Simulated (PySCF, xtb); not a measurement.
sulfur hexafluoride (F₆S), SMILES FS(F)(F)(F)(F)F.

Harmonic wavenumbers (cm⁻¹) from GFN2-xTB (xtb) at its own minimum, in rising order: 255, 255, 255, 389, 389, 389, 453, 453, 453, 536, 576, 576, 823, 823, 823.

### Question
What does PBE0-D3(BJ)/def2-SVP (PySCF 2.14.0) give at its own minimum? (The exact figures need the calculation; the answer reports its results.)

### Answer
347, 347, 347, 508, 508, 508, 608, 608, 608, 690, 690, 788, 1045, 1045, 1045. Paired by order, the mean absolute difference is 149 cm⁻¹ and the zero-point energies are 10.6 and 13.9 kcal/mol.
